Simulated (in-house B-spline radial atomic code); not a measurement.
# BHandHLYP excitations of Mg XI (Mg10+)

Method: BHandHLYP. Computed with a B-spline radial code for spherical atoms: linear response of the closed shell 1s2 with the functional's adiabatic kernel; non-relativistic, point nucleus, no spin-orbit coupling, no double excitations, S, P, D and F terms only.

Command:
```bash
python run_td.py task.json out
```
Settings (radii: box in bohr, nucleus in fm):
```
Z                        12
electrons                2
configuration            1s2
hamiltonian              nr
method                   bhandhlyp
box_radius               9.77
intervals                47
```

Cost of the run: 0.1 s on 1 thread of Arm Neoverse N1 (shared host).

The lowest states, in the order of their Tamm-Dancoff energies; the method's threshold (minus the highest occupied level) is 1724.32 eV. Labels give the largest channel, * marks a mixed state, and oscillator strengths are full-response dipole values. Semilocal kernels can invert the small singlet-triplet splittings of Rydberg terms. Energies in eV:

```
     state  full response  Tamm-Dancoff  oscillator strength
1s → 2s 3S        1299.07       1299.13                    -
1s → 2p 3P        1315.31       1315.37                    -
1s → 2s 1S        1322.77       1322.94                    -
1s → 2p 1P        1334.52       1334.61                0.702
1s → 3d 3D              ?             ?                    -
1s → 3s 3S        1547.59       1547.61                    -
1s → 3p 3P        1551.03       1551.05                    -
1s → 3d 1D              ?             ?                    -
1s → 3s 1S        1552.13       1552.16                    -
1s → 3p 1P        1554.60       1554.61                0.154
1s → 4s 3S        1626.47       1626.47                    -
1s → 4d 3D        1626.66       1626.66                    -
1s → 4p 3P        1627.64       1627.64                    -
1s → 4s 1S        1628.27       1628.28                    -
1s → 4d 1D        1628.56       1628.57                    -
1s → 4p 1P        1629.17       1629.18               0.0582
1s → 4f 3F        1629.41       1629.41                    -
1s → 4f 1F        1629.74       1629.74                    -
1s → 5s 3S        1662.25       1662.26                    -
1s → 5d 3D        1662.54       1662.54                    -
1s → 5p 3P        1662.80       1662.80                    -
1s → 5s 1S        1663.16       1663.16                    -
```

Q: Where does 1s → 3d 1D lie?

A: At 1551.22 eV in full response, 1551.26 eV in Tamm-Dancoff.

Q: Where does 1s → 3d 3D lie?

A: At 1545.99 eV in full response, 1545.99 eV in Tamm-Dancoff.

Q: How large is the singlet-triplet splitting of 1s → 2s (S terms) in Tamm-Dancoff?

A: 23.8 eV, from the unrounded values.

Q: What polarisabilities and dispersion coefficient does the method give?

A: Dipole 0.0004947 bohr³, quadrupole 1.292e-05 bohr⁵, C6 1.05e-05 hartree·bohr⁶ for two such species.
